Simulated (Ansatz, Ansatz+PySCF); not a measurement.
```
atom    x (Å)    y (Å)    z (Å)
   C   1.3617  -0.0096  -0.0230
   C   0.6864   1.1990  -0.0439
   C  -0.7222   1.2486   0.0331
   C  -1.4084   0.0043   0.0497
   C  -0.7507  -1.2043   0.0051
   C   0.7502  -1.2220   0.0140
   C   2.8173   0.0065   0.0490
   H   1.2849   2.1938   0.0030
   H  -1.2738   2.1885  -0.0322
   H  -2.4481  -0.0091  -0.0149
   H  -1.2592  -2.1939  -0.0355
   H   1.2080  -2.1536  -0.0299
   H   3.3870  -0.9680  -0.0335
   H   3.3748   0.9835  -0.0081
```

Basis set: def2-SVP (spherical functions). Correlated methods keep 7 orbitals frozen. Charge 0, multiplicity 2.

Computed with Ansatz (development build ahead of 0.2.0); each method stands on the lowest determinant of its kind that the runs found.

The atomization energy at this shape (free ground-state atoms in the same class of orbitals less the molecule, no zero-point energy) of doublet C7H7:

```csv
method,atomization energy
UHF-MP2,1501.86 kcal/mol
```

Task: What does UHF give?

Result: 1193.95 kcal/mol. Caution: the shape is not the minimum; the unrestricted determinant is spin contaminated.
